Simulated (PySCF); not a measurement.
Shifts of the heteroatoms

Geometry:
```csv
atom,x (Å),y (Å),z (Å)
C1,-1.687,-0.384,0.672
B2,-0.213,-0.575,0.199
C3,0.629,0.593,-0.327
F4,0.123,1.840,-0.381
C5,1.896,0.474,-0.781
F6,2.599,1.463,-1.247
F7,2.564,-0.640,-0.809
H8,-2.072,0.639,0.570
H9,-1.770,-0.693,1.730
H10,-2.347,-1.080,0.125
H11,0.317,-1.662,0.231
```

Computational details: σ from GIAO-PBE0/pcSseg-1, PBE0-D3(BJ)/def2-SVP structure, J: B3LYP/pcJ-1 (spin–dipole term only in couplings to heteroatoms), in PySCF (a single conformation, no solvent model, rapidly exchanging positions averaged, non-relativistic Hamiltonian).

Predict the ¹⁹F NMR data.

Answers


```
atoms       environment  σ (ppm)  δ (ppm)
   F6  vinylic fluorine    247.1    -72.1
   F7  vinylic fluorine    264.5    -88.4
   F4  vinylic fluorine    379.4   -196.6
```

Shieldings were converted by a linear fit to measured shifts: ¹⁹F: δ = 160.63 − 0.942σ +14.9 on sp3 carbon (rms 6.9 ppm, 221 shifts, 7.7 ppm with the 5 outliers that the fit left out vs CFCl3, solution or neat liquid). A few per cent of atoms miss by over 2 rms, more outside the fitted compound classes. Couplings are scaled by factors fitted to measured values: ²J(H,H) × 0.91 (rms 0.6 Hz), ¹J(C,F) × 0.77 (rms 7.3 Hz), ²J(C,F) × 1.09 (rms 1.9 Hz, 5.0 with 1 outliers), ³J(C,F) × 1.48 (rms 1.3 Hz); all others are unscaled and can be 10–30 % off.

Couplings (the largest are listed; each averaged over equivalent pairs): ¹J(C5,F6) = -312.2 Hz, ¹J(C5,F7) = -297.9 Hz, ¹J(C3,F4) = -241.5 Hz, ²J(F6,F7) = -142.2 Hz, ²J(C3,F7) = 47.0 Hz, ²J(F4,C5) = 46.5 Hz, ²J(B2,F4) = 19.4 Hz, ³J(F4,F7) = -141.2 Hz, ³J(F4,F6) = 48.2 Hz, ³J(F4,H11) = 33.8 Hz, ³J(B2,F6) = 16.0 Hz, ³J(C1,F4) = 8.3 Hz.

On a 300 MHz spectrometer ¹⁹F resonates near 282.3 MHz, so 1 ppm is 282.3 Hz.
